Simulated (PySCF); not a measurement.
ZnBr, SMILES [Br][Zn] (connectivity only; charge and spin as stated), neutral, multiplicity 2. Geometry: PBE0-D3(BJ)/def2-TZVP. The spin state was assumed, not searched.

These are PBE0-D3(BJ)/def2-TZVP (PySCF 2.14.0) values and carry that method's errors.

Harmonic wavenumbers (cm⁻¹): 270. Rotational constants (GHz): 2.638 (linear); symmetry number 1.

**Question.** Work out the zero-point energy and the ideal-gas rigid-rotor harmonic-oscillator thermochemistry at 298.15 K and 1 atm.

**Answer.** ZPE = ½ Σ hcν = ½ × 270 cm⁻¹ = 1.62 kJ/mol. H − E(el) = 11.50 kJ/mol. Entropy in J/(mol K): translation 170.84, rotation 72.87, vibration 6.68, spin 5.76, total 256.15. G − E(el) = -64.87 kJ/mol. Cp = 36.33 J/(mol K).
